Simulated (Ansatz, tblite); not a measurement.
Cost and result up the ladder for the cluster Al₃Ru (4 atoms). The state is a doublet with charge 0. Geometry: PBE-D4/def2-SVP.

```xyz
4

Ru    0.613    0.900    0.111
Al    1.249   -1.286   -0.068
Al   -0.996    0.050    1.492
Al   -0.866    0.336   -1.535
```

Ansatz on 4 threads of Arm Neoverse V1 on a shared host; xTB runs through tblite on one thread. Times are rough, summed over both states, and most runs start from the orbitals of an earlier one. No level here is sound enough to serve as a yardstick. The other state is a singlet.

In the def2 sets Ru takes a core potential; there is no spin–orbit coupling. The xTB rows come from tblite. The structure comes from a short search, and lower isomers may exist.

Run but left out: HF/def2-TZVPP, MP2/def2-TZVPP, CCSD/def2-TZVPP, CCSD(T)/def2-TZVPP (flagged by the program: large difference).

Raw xTB energies of ions are shifted by several eV, and xTB has no spin-polarisation term.

| level | functions | wall time |
| --- | --- | --- |
| GFN1-xTB | 36 | 0.011 s |
| GFN2-xTB | 36 | 0.076 s |
| PBE-D4/def2-TZVP | 151 | 4.6 s |
| PBE0-D4/def2-TZVP | 151 | 6.8 s |
| r2SCAN-D4/def2-TZVP (with forces) | 151 | 14 s |

**Question.** Estimate what each level gives for the vertical IE (eV).

**Answer.** 
```csv
level,vertical IE (eV),remarks
GFN1-xTB,9.48,–
GFN2-xTB,9.75,–
PBE-D4/def2-TZVP,6.59,restricted SCF unstable in HF (+1 singlet)
PBE0-D4/def2-TZVP,6.51,restricted SCF unstable in HF (+1 singlet)
r2SCAN-D4/def2-TZVP (with forces),6.69,restricted SCF unstable in HF (+1 singlet)
```
